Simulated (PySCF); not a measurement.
CaH₃⁻, singlet: molecular constants

All numbers come from PBE0/[Ca def2-TZVPD, H def2-TZVPD], no relativity, density fitting, PySCF.

The structure is a minimum.

```xyz
4
charge -1 multiplicity 1, angstrom
Ca    0.0000    0.0000    0.0000
H     2.1340    0.0000    0.0000
H    -1.0670    1.8481    0.0000
H    -1.0670   -1.8481    0.0000
```

| Quantity | Value |
| --- | --- |
| Point group | D3h |
| Bond lengths | Ca–H 2.134 Å (×3) |
| Bond angles | H–Ca–H 120.0° (×3) |
| Enthalpy at 298.15 K above 0 K | 12.52 kJ/mol |
| Rotational constants | 2.449, 2.449, 1.224 cm⁻¹ |
| Lowest empty level | 3.25 eV |
| Principal polarisabilities | 72.3, 72.4, 72.4 bohr³ |
| Rotational symmetry number | 6 |
| Heat capacity Cp at 298.15 K | 55.3 J/(mol K) |
| Dipole moment about the centre of mass | 0.00 D |
| Entropy at 298.15 K and 1 bar | 229.0 J/(mol K) |
| Highest occupied level | -1.43 eV |
| Principal quadrupole moments (Buckingham, traceless) about the centre of mass | -11.98, -11.98, 23.96 D Å |
| Zero-point energy | 26.6 kJ/mol |

Harmonic modes (masses in u: Ca 39.963, H 1.008):
```json
{"symmetry": "a2''", "ω (cm⁻¹)": "352", "IR (km/mol, summed over degenerate members)": "1172", "type": "bend"}
{"symmetry": "e'", "ω (cm⁻¹)": "437", "IR (km/mol, summed over degenerate members)": "846", "type": "bend"}
{"symmetry": "e'", "ω (cm⁻¹)": "1042", "IR (km/mol, summed over degenerate members)": "2061", "type": "stretch"}
{"symmetry": "a1'", "ω (cm⁻¹)": "1139", "IR (km/mol, summed over degenerate members)": "0.0", "type": "stretch"}
```

In D3h the vibrations span a2'' + 2e' + a1'. The a1' mode carries no infrared intensity, as symmetry demands.

Charges (e); Mulliken and Löwdin values are unreliable with diffuse functions:
```tsv
atom	Mulliken	Löwdin	polar tensor	Mayer order to Ca1
Ca1	0.16	0.02	1.03	–
H2,3,4	-0.39	-0.34	-0.68	0.84
```

Mulliken populations on Ca1: s 6.59, p 12.77, d 0.48.

Counting electrons, calcium keeps none of its valence electrons outside its bonds, so the VSEPR class is AX3 and the expected shape is trigonal planar (D3h), as computed.

Only a few start shapes were tried, so a lower isomer may exist. The lowest empty level of this anion is unbound, so it and the gap depend on the basis.

The final relaxation and frequency run took 10 s on 2 threads of a shared Arm Neoverse N1 host, with 63 basis functions and 6 gradients; the process peaked at 0.78 GiB. Launch command: `OMP_NUM_THREADS=2 python axn.py task.json out`.
